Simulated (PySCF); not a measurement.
PySCF job for FeF3, SMILES [F][Fe]([F])[F] (connectivity only; charge and spin as stated), neutral, multiplicity 6, TDA-LC-ωPBE/def2-SVPD. Geometry optimised at PBE0-D3(BJ)/def2-SVP. The multiplicity is an assumed one; other spin states were not compared. The isomer is the one that the SMILES or the coordinates give; other isomers of the formula were not compared.

```python
import numpy as np
from pyscf import gto, scf, dft, tdscf

mol = gto.M(
    atom='''
    Fe    0.00000000    0.00000000    0.00000000
    F     1.74813104   -0.00000000    0.00000000
    F    -0.87406552   -1.51392589    0.00000000
    F    -0.87406552    1.51392589   -0.00000000
    ''',
    basis='def2-SVPD',
    charge=0,
    spin=5,
    max_memory=1600,
    verbose=4,
)
mf = dft.UKS(mol, xc='lc_wpbe').density_fit(auxbasis='def2-universal-jkfit')
mf.grids.level = 3
mf.conv_tol = 1e-9
mf.max_cycle = 100
mf.kernel()
fine, coarse = mf.grids, dft.Grids(mol).set(level=1).build(with_non0tab=True)
for _ in range(3):  # follow internal instabilities
    mf.grids = coarse
    mo, _, stable, _ = mf.stability(return_status=True, nroots=4)
    mf.grids = fine
    if stable:
        break
    mf.kernel(mf.make_rdm1(mo, mf.mo_occ))
mf.grids = dft.Grids(mol).set(level=1).build(with_non0tab=True)  # coarser grid for the response kernel
td = tdscf.TDA(mf)
td.nstates = 10
td.conv_tol = 1e-4
td.kernel(x0=td.get_init_guess(mf, 15))
td.analyze()
```

Log of the run:

```
PySCF version 2.14.0

[INPUT] verbose = 4
[INPUT] num. atoms = 4
[INPUT] num. electrons = 53
[INPUT] charge = 0
[INPUT] spin (= nelec alpha-beta = 2S) = 5
[INPUT] symmetry False subgroup None
[INPUT] Mole.unit = angstrom
[INPUT] Symbol           X                Y                Z      unit          X                Y                Z       unit  Magmom
[INPUT]  1 Fe     0.000000000000   0.000000000000   0.000000000000 AA    0.000000000000   0.000000000000   0.000000000000 Bohr   0.0
[INPUT]  2 F      1.748131040000   0.000000000000   0.000000000000 AA    3.303488895451   0.000000000000   0.000000000000 Bohr   0.0
[INPUT]  3 F     -0.874065520000  -1.513925890000   0.000000000000 AA   -1.651744447726  -2.860905304988   0.000000000000 Bohr   0.0
[INPUT]  4 F     -0.874065520000   1.513925890000   0.000000000000 AA   -1.651744447726   2.860905304988   0.000000000000 Bohr   0.0

nuclear repulsion = 254.971680550483
number of shells = 39
number of NR pGTOs = 175
number of NR cGTOs = 103
basis = def2-SVPD
ecp = {}


[settings echo left out]
init E= -1560.93203124542

WARN: alpha nocc = 29  HOMO 0.199539124031277 >= LUMO 0.199539600317287

  beta  nocc = 24  HOMO = -0.533196181894571  LUMO = 0.0535464473945231

WARN: HOMO 0.199539124031277 >= LUMO 0.0535464473945231

cycle= 1 E= -1549.11008719647  delta_E= 11.8  |g|= 3.57  |ddm|= 13.7
  alpha nocc = 29  HOMO = -1.03058494138631  LUMO = -1.01054066025204
  beta  nocc = 24  HOMO = -1.22720759215651  LUMO = -1.16160931596597

WARN: HOMO -1.03058494138631 >= LUMO -1.16160931596597

cycle= 2 E= -1528.97580740946  delta_E= 20.1  |g|= 7.53  |ddm|= 15.6
  alpha nocc = 29  HOMO = -1.15028697705781  LUMO = -0.647638644456832
  beta  nocc = 24  HOMO = -1.11013763081767  LUMO = -1.0941259323636
  HOMO = -1.11013763082  LUMO = -1.09412593236  gap/eV = 0.43570
cycle= 3 E= -1550.72851521731  delta_E= -21.8  |g|= 4.37  |ddm|= 6.67
  alpha nocc = 29  HOMO = -0.876552779065539  LUMO = -0.302297640415239
  beta  nocc = 24  HOMO = -0.84829427872775  LUMO = -0.75903799209952
  HOMO = -0.848294278728  LUMO = -0.7590379921  gap/eV = 2.42879
cycle= 4 E= -1555.13034508806  delta_E= -4.4  |g|= 4.01  |ddm|= 1.26
  alpha nocc = 29  HOMO = -0.805997592293036  LUMO = -0.302860358676308
  beta  nocc = 24  HOMO = -0.864308297045134  LUMO = -0.814512056850939

WARN: HOMO -0.805997592293036 >= LUMO -0.814512056850939

cycle= 5 E= -1554.46165571109  delta_E= 0.669  |g|= 4.12  |ddm|= 0.965
  alpha nocc = 29  HOMO = -0.940332502473068  LUMO = -0.297550263616924
  beta  nocc = 24  HOMO = -0.858510032923142  LUMO = -0.773799801120203
  HOMO = -0.858510032923  LUMO = -0.77379980112  gap/eV = 2.30508
cycle= 6 E= -1555.02771744754  delta_E= -0.566  |g|=    4  |ddm|= 0.766
  alpha nocc = 29  HOMO = -0.94345293142466  LUMO = -0.298619001886181
  beta  nocc = 24  HOMO = -0.857866243090973  LUMO = -0.778336663878984
  HOMO = -0.857866243091  LUMO = -0.778336663879  gap/eV = 2.16411
cycle= 7 E= -1554.9429679862  delta_E= 0.0847  |g|= 4.02  |ddm|= 0.106
  alpha nocc = 29  HOMO = -0.955183592438065  LUMO = -0.285098600750097
  beta  nocc = 24  HOMO = -0.862400464751663  LUMO = -0.790051085551337
  HOMO = -0.862400464752  LUMO = -0.790051085551  gap/eV = 1.96873
cycle= 8 E= -1554.61955942825  delta_E= 0.323  |g|= 4.02  |ddm|= 0.489
  alpha nocc = 29  HOMO = -0.945627202494775  LUMO = -0.290069421351358
  beta  nocc = 24  HOMO = -0.872198336469839  LUMO = -0.797606900622221
  HOMO = -0.87219833647  LUMO = -0.797606900622  gap/eV = 2.02974
cycle= 9 E= -1554.46569327806  delta_E= 0.154  |g|= 4.06  |ddm|= 0.215
  alpha nocc = 29  HOMO = 0.189646353968903  LUMO = 0.198324532694213
  beta  nocc = 24  HOMO = -0.435557477266153  LUMO = 0.0765195078836478

WARN: HOMO 0.189646353968903 >= LUMO 0.0765195078836478

cycle= 10 E= -1544.47507022607  delta_E= 9.99  |g|= 5.42  |ddm|= 11.9
  alpha nocc = 29  HOMO = -0.575340136534606  LUMO = -0.0758096809418056
  beta  nocc = 24  HOMO = -0.585345551877142  LUMO = -0.582254930692383

WARN: HOMO -0.575340136534606 >= LUMO -0.582254930692383

cycle= 11 E= -1561.56541248747  delta_E= -17.1  |g|= 1.46  |ddm|= 11.7
  alpha nocc = 29  HOMO = -0.28030379988248  LUMO = 0.113078128677331
  beta  nocc = 24  HOMO = -0.257908227886294  LUMO = -0.234761331595394
  HOMO = -0.257908227886  LUMO = -0.234761331595  gap/eV = 0.62986
cycle= 12 E= -1562.39381012648  delta_E= -0.828  |g|= 0.756  |ddm|= 1.44
  alpha nocc = 29  HOMO = -0.387517303346522  LUMO = 0.0715049084629255
  beta  nocc = 24  HOMO = -0.400443970695687  LUMO = -0.0800826962742791
  HOMO = -0.387517303347  LUMO = -0.0800826962743  gap/eV = 8.36572
cycle= 13 E= -1562.50527731398  delta_E= -0.111  |g|= 0.514  |ddm|= 0.293
  alpha nocc = 29  HOMO = -0.439223629476295  LUMO = 0.0513201518550153
  beta  nocc = 24  HOMO = -0.451700018680641  LUMO = -0.0961805599310681
  HOMO = -0.439223629476  LUMO = -0.0961805599311  gap/eV = 9.33468
cycle= 14 E= -1562.5701924798  delta_E= -0.0649  |g|=  0.3  |ddm|= 0.189
  alpha nocc = 29  HOMO = -0.505546039496419  LUMO = 0.0342763406287361
  beta  nocc = 24  HOMO = -0.522202506136334  LUMO = -0.146486684289708
  HOMO = -0.505546039496  LUMO = -0.14648668429  gap/eV = 9.77050
cycle= 15 E= -1562.60568027787  delta_E= -0.0355  |g|= 0.0425  |ddm|= 0.241
  alpha nocc = 29  HOMO = -0.49663924053834  LUMO = 0.0366369380207932
  beta  nocc = 24  HOMO = -0.524682157415754  LUMO = -0.123853007907297
  HOMO = -0.496639240538  LUMO = -0.123853007907  gap/eV = 10.14403
cycle= 16 E= -1562.60621565956  delta_E= -0.000535  |g|= 0.0319  |ddm|= 0.0418
  alpha nocc = 29  HOMO = -0.496579602524453  LUMO = 0.0371638501000895
  beta  nocc = 24  HOMO = -0.527447565230998  LUMO = -0.119968609510156
  HOMO = -0.496579602524  LUMO = -0.11996860951  gap/eV = 10.24811
cycle= 17 E= -1562.60655831575  delta_E= -0.000343  |g|= 0.0116  |ddm|= 0.0164
  alpha nocc = 29  HOMO = -0.49465935381628  LUMO = 0.0378705285312373
  beta  nocc = 24  HOMO = -0.527262383845432  LUMO = -0.116713697913727
  HOMO = -0.494659353816  LUMO = -0.116713697914  gap/eV = 10.28443
cycle= 18 E= -1562.60665514947  delta_E= -9.68e-05  |g|= 0.00387  |ddm|= 0.0116
  alpha nocc = 29  HOMO = -0.4944917084776  LUMO = 0.0378977059176542
  beta  nocc = 24  HOMO = -0.52735749403591  LUMO = -0.117202579521916
  HOMO = -0.494491708478  LUMO = -0.117202579522  gap/eV = 10.26656
cycle= 19 E= -1562.60668142142  delta_E= -2.63e-05  |g|= 0.00104  |ddm|= 0.00817
  alpha nocc = 29  HOMO = -0.494568561497194  LUMO = 0.0378357785621759
  beta  nocc = 24  HOMO = -0.527352196312857  LUMO = -0.117867683211608
  HOMO = -0.494568561497  LUMO = -0.117867683212  gap/eV = 10.25055
cycle= 20 E= -1562.60668536567  delta_E= -3.94e-06  |g|= 0.000565  |ddm|= 0.00394
  alpha nocc = 29  HOMO = -0.49456396518749  LUMO = 0.0378344562731261
  beta  nocc = 24  HOMO = -0.527344337235736  LUMO = -0.117898982160485
  HOMO = -0.494563965187  LUMO = -0.11789898216  gap/eV = 10.24958
cycle= 21 E= -1562.6066856166  delta_E= -2.51e-07  |g|= 0.000359  |ddm|= 0.000685
  alpha nocc = 29  HOMO = -0.494600174072539  LUMO = 0.0378167548960588
  beta  nocc = 24  HOMO = -0.527332851599992  LUMO = -0.118012408463073
  HOMO = -0.494600174073  LUMO = -0.118012408463  gap/eV = 10.24748
cycle= 22 E= -1562.60668582925  delta_E= -2.13e-07  |g|= 0.000114  |ddm|= 0.000732
  alpha nocc = 29  HOMO = -0.49459290296746  LUMO = 0.0378195983491407
  beta  nocc = 24  HOMO = -0.527311036446868  LUMO = -0.118003046698247
  HOMO = -0.494592902967  LUMO = -0.118003046698  gap/eV = 10.24753
cycle= 23 E= -1562.60668587728  delta_E= -4.8e-08  |g|= 3.14e-05  |ddm|= 0.000442
  alpha nocc = 29  HOMO = -0.494596029381256  LUMO = 0.0378177418559895
  beta  nocc = 24  HOMO = -0.527304173772872  LUMO = -0.118011131255322
  HOMO = -0.494596029381  LUMO = -0.118011131255  gap/eV = 10.24740
cycle= 24 E= -1562.60668588099  delta_E= -3.71e-09  |g|= 9.73e-06  |ddm|= 0.000121
  alpha nocc = 29  HOMO = -0.49459571739797  LUMO = 0.0378176774090484
  beta  nocc = 24  HOMO = -0.527302019806124  LUMO = -0.118011605271629
  HOMO = -0.494595717398  LUMO = -0.118011605272  gap/eV = 10.24738
cycle= 25 E= -1562.60668588123  delta_E= -2.36e-10  |g|= 5.21e-06  |ddm|= 2.82e-05
  alpha nocc = 29  HOMO = -0.494596889888957  LUMO = 0.0378174385782568
  beta  nocc = 24  HOMO = -0.527303023536573  LUMO = -0.118012727667903
  HOMO = -0.494596889889  LUMO = -0.118012727668  gap/eV = 10.24738
Extra cycle  E= -1562.60668588125  delta_E= -2.36e-11  |g|= 4.6e-06  |ddm|= 9.51e-06
converged SCF energy = -1562.60668588125  <S^2> = 8.7548056  2S+1 = 6.0016016
tot grids = 23352
uhf_internal: lowest eigs of H = [0.29305415 0.29420639 0.29424274 0.30368499]
<class 'pyscf.df.df_jk.DFUKS'> wavefunction is stable in the internal stability analysis
tot grids = 23352


******** <class 'pyscf.tdscf.uks.TDA'> for <class 'pyscf.df.df_jk.DFUKS'> ********
nstates = 10
deg_eia_thresh = 1.000e-03
wfnsym = None
conv_tol = 0.0001
eigh lindep = 1e-12
eigh level_shift = 0
eigh max_cycle = 100


Excitation energies (eV)
[4.01717129 4.10956676 4.10957073 4.45313782 4.49843937 4.49860692
 4.62481762 4.62482519 4.70717563 4.81734401]

** Excitation energies and oscillator strengths **
Excited State   1:      4.01717 eV    308.64 nm  f=0.0000
      24b ->   25b     -0.99264
Excited State   2:      4.10957 eV    301.70 nm  f=0.0000
      21b ->   27b     -0.22365
      22b ->   26b     -0.22364
      24b ->   26b      0.94086
Excited State   3:      4.10957 eV    301.70 nm  f=0.0000
      21b ->   26b      0.22364
      22b ->   27b     -0.22370
      24b ->   27b     -0.94084
Excited State   4:      4.45314 eV    278.42 nm  f=0.0056
      23b ->   25b     -0.98830
Excited State   5:      4.49844 eV    275.62 nm  f=0.0000
      19b ->   25b      0.98372
Excited State   6:      4.49861 eV    275.61 nm  f=0.0000
      20b ->   25b      0.98369
Excited State   7:      4.62482 eV    268.08 nm  f=0.0049
      18b ->   25b     -0.10259
      19b ->   27b     -0.31728
      20b ->   26b     -0.31726
      22b ->   25b      0.63028
      23b ->   26b      0.56010
      24b ->   28b     -0.22796
Excited State   8:      4.62483 eV    268.08 nm  f=0.0049
      17b ->   25b     -0.10253
      19b ->   26b     -0.31718
      20b ->   27b      0.31712
      21b ->   25b     -0.63033
      23b ->   27b      0.56020
      24b ->   29b     -0.22790
Excited State   9:      4.70718 eV    263.39 nm  f=0.0000
      17b ->   26b      0.20423
      18b ->   27b     -0.20421
      21b ->   26b     -0.67433
      22b ->   27b     -0.67440
Excited State  10:      4.81734 eV    257.37 nm  f=0.0174
      17b ->   25b     -0.26768
      19b ->   26b     -0.30020
      20b ->   27b      0.30081
      21b ->   25b      0.74011
      21b ->   28b      0.14793
      22b ->   29b     -0.14793
      23b ->   27b      0.36760

** Transition electric dipole moments (AU) **
state          X           Y           Z        Dip. S.      Osc.
  1         0.0000     -0.0000      0.0000      0.0000      0.0000
  2        -0.0000      0.0000     -0.0000      0.0000      0.0000
  3        -0.0000      0.0000     -0.0000      0.0000      0.0000
  4         0.0000      0.0000      0.2258      0.0510      0.0056
  5        -0.0000     -0.0000     -0.0000      0.0000      0.0000
  6        -0.0000      0.0000     -0.0018      0.0000      0.0000
  7         0.0046      0.2078     -0.0000      0.0432      0.0049
  8         0.2078     -0.0046     -0.0000      0.0432      0.0049
  9         0.0000     -0.0000     -0.0000      0.0000      0.0000
 10         0.3837     -0.0003     -0.0000      0.1472      0.0174

** Transition velocity dipole moments (imaginary part, AU) **
state          X           Y           Z        Dip. S.      Osc.
  1        -0.0000     -0.0000     -0.0000      0.0000      0.0000
  2         0.0000      0.0000     -0.0000      0.0000      0.0000
  3        -0.0000      0.0000     -0.0000      0.0000      0.0000
  4         0.0000      0.0000     -0.0164      0.0003      0.0011
  5        -0.0000      0.0000      0.0000      0.0000      0.0000
  6        -0.0000     -0.0000      0.0002      0.0000      0.0000
  7         0.0001      0.0049      0.0000      0.0000      0.0001
  8         0.0049     -0.0001      0.0000      0.0000      0.0001
  9         0.0000      0.0000      0.0000      0.0000      0.0000
 10        -0.0016      0.0000     -0.0000      0.0000      0.0000

** Transition magnetic dipole moments (imaginary part, AU) **
state          X           Y           Z
  1        -0.0000      0.0000     -0.2685
  2        -0.0153     -0.3341     -0.0000
  3         0.3342     -0.0153     -0.0000
  4         0.0000     -0.0066      0.0000
  5         0.7950     -0.0018      0.0000
  6        -0.0018     -0.7950      0.0000
  7        -0.0000      0.0000      0.0000
  8         0.0000     -0.0000     -0.0000
  9         0.0000      0.0000     -0.0000
 10         0.0000     -0.0000      0.0000
```

Self-consistency was reached.

Cost: very roughly 120 core-seconds.
